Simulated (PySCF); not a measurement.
CH₃AlNO, C₂H₆AlCl, ClH₃NSi, AlB₂FH₃ (calculated)

Calculation on a computer-drawn molecule: optimised geometry and harmonic frequencies of an isolated molecule of the commonest isotopes, restricted reference for singlets and unrestricted otherwise, frozen core in MP2. Program: PySCF 2.14.0.

Common to all runs: basis cc-pV(D+d)Z.

(1) CH₃AlNO

Start structure:
```xyz
7
CH3AlNO
N     -2.0316    -0.2603    -1.4683
C     -1.4146     0.6923    -0.6785
Al     0.2538     0.5515     0.2166
O      1.6516     0.4670     0.9381
H     -2.7726     0.0578    -2.0617
H     -1.4526    -0.9377    -1.9219
H     -2.0507     1.5483    -0.4681
```

Here we set charge 0, multiplicity 2 and method MP2.

Results for CH₃AlNO: rotational constants 46.98, 2.536, 2.41 GHz; total energy -411.3366 hartree; spin squared 0.7612; convergence status largest gradient component 3.64e-05 hartree/bohr.

Drawn bonds:
| atom | other atom | order |
| --- | --- | --- |
| 1 | 2 | 1 |
| 2 | 3 | 1 |
| 3 | 4 | 2 |
| 1 | 5 | 1 |
| 1 | 6 | 1 |
| 2 | 7 | 1 |

Optimised structure:
```xyz
7
CH3AlNO
N     -2.0307    -0.2487    -1.4842
C     -1.4246     0.6970    -0.6776
Al     0.2524     0.5600     0.2211
O      1.7049     0.4577     0.9591
H     -2.7941     0.0568    -2.0809
H     -1.4500    -0.9598    -1.9161
H     -2.0746     1.5559    -0.4653
```

Modes:
| frequency (cm⁻¹) | reduced mass (dalton) |
| --- | --- |
| 120.8 | 6.751 |
| 169.7 | 6.364 |
| 268.8 | 1.567 |
| 322.9 | 4.533 |
| 493.8 | 1.383 |
| 596.7 | 3.704 |
| 653.3 | 1.128 |
| 1054 | 13.34 |
| 1081 | 1.094 |
| 1318 | 1.782 |
| 1425 | 2.4 |
| 1657 | 1.176 |
| 3204 | 1.085 |
| 3593 | 1.048 |
| 3721 | 1.101 |

(2) C₂H₆AlCl

Start structure:
```xyz
10
C2H6AlCl
C     -2.3950    -0.8243     0.0874
C     -1.6574    -0.5102    -1.1396
Al    -0.3361     1.0812    -0.9059
Cl    -0.7088     2.5590     0.4311
H     -3.1064    -1.5783    -0.1102
H     -1.8545    -1.0485     0.9429
H     -3.0738     0.1252     0.3844
H     -2.2500    -0.3936    -2.0025
H     -0.9762    -1.2913    -1.4216
H      0.8923     1.2536    -1.7357
```

It was run with charge 0, multiplicity 1 and method HF.

Results for C₂H₆AlCl: rotational constants 7.48, 2.353, 1.83 GHz; total energy -780.7313 hartree; convergence status largest gradient component 3.292e-05 hartree/bohr.

Drawn bonds:
| atom | other atom | order |
| --- | --- | --- |
| 1 | 2 | 1 |
| 2 | 3 | 1 |
| 3 | 4 | 1 |
| 1 | 5 | 1 |
| 1 | 6 | 1 |
| 1 | 7 | 1 |
| 2 | 8 | 1 |
| 2 | 9 | 1 |
| 3 | 10 | 1 |

Optimised structure:
```xyz
10
C2H6AlCl
C     -2.5158    -0.7571     0.0729
C     -1.5353    -0.4955    -1.0803
Al    -0.3607     1.0681    -0.9699
Cl    -0.4572     2.3578     0.7148
H     -3.1136    -1.6549    -0.1048
H     -1.9923    -0.8938     1.0221
H     -3.2083     0.0770     0.2083
H     -2.0848    -0.4102    -2.0290
H     -0.8839    -1.3694    -1.2255
H      0.6859     1.4508    -2.0784
```

Modes:
| frequency (cm⁻¹) | reduced mass (dalton) |
| --- | --- |
| 40.58 | 1.72 |
| 107.9 | 4.69 |
| 219.3 | 1.128 |
| 332 | 4.244 |
| 432.8 | 1.13 |
| 485.2 | 9.85 |
| 602.7 | 2.251 |
| 656.4 | 1.356 |
| 733.3 | 1.451 |
| 991 | 1.086 |
| 1025 | 1.366 |
| 1098 | 2.338 |
| 1341 | 1.532 |
| 1349 | 1.274 |
| 1520 | 1.166 |
| 1541 | 1.124 |
| 1594 | 1.045 |
| 1604 | 1.038 |
| 2024 | 1.043 |
| 3124 | 1.06 |
| 3152 | 1.097 |
| 3171 | 1.037 |
| 3235 | 1.103 |
| 3245 | 1.103 |

(3) ClH₃NSi

Start structure:
```xyz
6
ClH3NSi
N     -0.0377     2.0160    -0.3336
Si    -0.7003     2.2027    -1.8276
Cl    -2.5215     2.7048    -2.1838
H     -0.5908     2.2081     0.5756
H      0.8915     1.7614    -0.0929
H      0.2587     1.8723    -2.8451
```

Settings of this run: charge 1, multiplicity 1 and method HF.

Results for ClH₃NSi: rotational constants 27.53, 4.101, 3.569 GHz; total energy -804.4469 hartree; convergence status largest gradient component 2.407e-05 hartree/bohr.

Drawn bonds:
| atom | other atom | order |
| --- | --- | --- |
| 1 | 2 | 1 |
| 2 | 3 | 1 |
| 1 | 4 | 1 |
| 1 | 5 | 1 |
| 2 | 6 | 1 |

Optimised structure:
```xyz
6
ClH3NSi
N     -0.0728     2.0362    -0.2921
Si    -0.6353     2.1657    -1.8113
Cl    -2.4937     2.7022    -2.1279
H     -0.6184     2.2154     0.5360
H      0.8751     1.7640    -0.0824
H      0.2450     1.8818    -2.9297
```

Modes:
| frequency (cm⁻¹) | reduced mass (dalton) |
| --- | --- |
| 256.7 | 3.952 |
| 468.5 | 1.183 |
| 632.2 | 1.285 |
| 651.3 | 8.184 |
| 690.6 | 1.093 |
| 773.9 | 1.114 |
| 958 | 1.303 |
| 1094 | 5.778 |
| 1670 | 1.134 |
| 2493 | 1.046 |
| 3721 | 1.052 |
| 3818 | 1.099 |

(4) AlB₂FH₃

Start structure:
```xyz
7
AlB2FH3
B     -0.1141     2.6923    -1.4917
B      0.0498     1.3212    -0.4479
Al     0.3682    -0.4404     0.8969
F      1.9947    -0.5178     1.0253
H     -0.1874     3.7738    -0.9982
H     -0.1494     2.5076    -2.6678
H     -0.7961    -1.2736     1.4757
```

Settings of this run: charge 1, multiplicity 1 and method MP2.

Results for AlB₂FH₃: rotational constants 15.11, 2.366, 2.083 GHz; total energy -392.5507 hartree; convergence status largest gradient component 4.316e-05 hartree/bohr.

Drawn bonds:
| atom | other atom | order |
| --- | --- | --- |
| 1 | 2 | 1 |
| 2 | 3 | 1 |
| 3 | 4 | 1 |
| 1 | 5 | 1 |
| 1 | 6 | 1 |
| 3 | 7 | 1 |

Optimised structure:
```xyz
7
AlB2FH3
B     -0.1133     2.6864    -1.4871
B      0.0438     1.3179    -0.4454
Al     0.3642    -0.4442     0.8995
F      2.0144    -0.5087     1.0185
H     -0.1863     3.7782    -0.9948
H     -0.1466     2.5054    -2.6728
H     -0.8106    -1.2720     1.4744
```

Modes:
| frequency (cm⁻¹) | reduced mass (dalton) |
| --- | --- |
| 38.01 | 1.064 |
| 85.78 | 5.81 |
| 178 | 2.207 |
| 278.5 | 5.194 |
| 383.3 | 5.803 |
| 442.2 | 1.237 |
| 597.7 | 1.138 |
| 626.2 | 1.641 |
| 856.8 | 8.093 |
| 888.5 | 1.557 |
| 957 | 6.029 |
| 1151 | 1.168 |
| 2108 | 1.047 |
| 2667 | 1.048 |
| 2782 | 1.128 |
